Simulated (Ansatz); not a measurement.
Name a neutral molecule of C, Ge, O and H with HOMO–LUMO gap (ωB97M-V/def2-TZVPP) between 8.80 and 9.10 eV and HOMO energy (ωB97M-V/def2-TZVPP) between -9.00 and -8.70 eV (Ansatz, PBE0-D4/def2-TZVP geometry).

`[CH3][Ge][OH]` (8.86 eV, -8.75 eV). Other molecules can fit too; these were computed, each in one conformer that needn't be the lowest.
